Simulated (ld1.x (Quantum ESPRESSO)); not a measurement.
beryllium (Be): one change to a TM potential, before and after

ld1.x (Quantum ESPRESSO) 7.5 input, shortened:

```
&input
   title='Be', zed=4., rel=1, dft='PBE', iswitch=3,
   config='[He] 2s2 2p0 3d-2'
 /
 &inputp
   pseudotype=2, tm=.true., lloc=1,
   nlcc=.false.
 /
3
2S  1  0   2.00   0.00  2.10  2.10  0.0
3D  3  2  -2.00   0.35  4.30  4.30  0.0
2P  2  1   0.00   0.00  4.20  4.20  0.0
 &test
   configts(1)='2s2 2p0'
 /
```

Change: all radii scaled by about 0.88 (s 1.84, p 3.68, d 3.76 bohr).

Cutoffs: the cutoffs (Ry, on a coarse ladder) from which the occupation-weighted sum of valence levels, in a spherical-Bessel basis at the reference potential, stays within 10 and 1 mRy of its value at 400 Ry; they do not see the model core or the augmentation charge, which bear on the density cutoff. Errors are all-electron minus pseudo energies relative to the spin-unpolarised reference configuration.

Task: How do hardness, ghosts and transferability respond?

Result: The potential gets harder (8 Ry and 21 Ry → 10 Ry and 25 Ry); of the 5 tests that both files solve, the error grows in 0 and shrinks in 3 by more than 15 % and 0.3 meV (median size 19.6 → 12.6 meV); neither file shows a bound ghost. A smaller radius makes the pseudo-wave follow the all-electron one further in, where it bends more sharply, so more plane waves are needed. Less of the atom is replaced, so other configurations are described better.

| quantity | base | changed |
| --- | --- | --- |
| cutoff, loose | 8 Ry | 10 Ry |
| cutoff, tight | 21 Ry | 25 Ry |
| bound ghosts | none | none |
| error for 2s1 2p0, meV [ΔE 9.55 eV] | +5.7 | +5.7 |
| error for 2s1.5 2p0, meV [ΔE 3.76 eV] | -0.6 | -0.4 |
| error for 2s1 2p1, meV [ΔE 3.61 eV] | -20 | -13 |
| error for 2s0 2p2, meV [ΔE 7.25 eV] | -74 | -54 |
| error for 2s0 2p1, meV [ΔE 13.46 eV] | -192 | -131 |
